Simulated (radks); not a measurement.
Ti IV, 19 electrons, occupied as [Ne] 3s1.5 3p6 3d1 4f0.5 (fractional occupations, a model configuration). Method: non-relativistic Kohn-Sham, PBEsol, spin-polarised, spherical densities, point nucleus; open shells are filled with parallel spins first; computed with a radial shooting solver on a logarithmic mesh with Libxc functionals. Some entries of the table are withheld. Estimate them.

orbital,occ.,eigenvalue (eV),<r> (bohr)
1s up,1,-4873.351,0.07023
1s down,1,-4873.118,0.07023
2s up,1,-572.9145,0.3279
2s down,1,-572.2516,0.3277
2p up,3,-485.7700,0.2910
2p down,3,-485.2073,0.2908
3s up,1,-101.4914,0.9885
3s down,0.5,-99.4680,0.9908
3p up,3,-78.0070,(1)
3p down,3,-76.0471,(2)
3d up,1,(3),1.183
3d down,0,(4),1.196
4f up,0.5,-10.8889,(5)

Answer. 
(1) 3p up <r> (bohr): 1.040
(2) 3p down <r> (bohr): 1.044
(3) 3d up eigenvalue (eV): -41.5210
(4) 3d down eigenvalue (eV): -39.7113
(5) 4f up <r> (bohr): 4.619
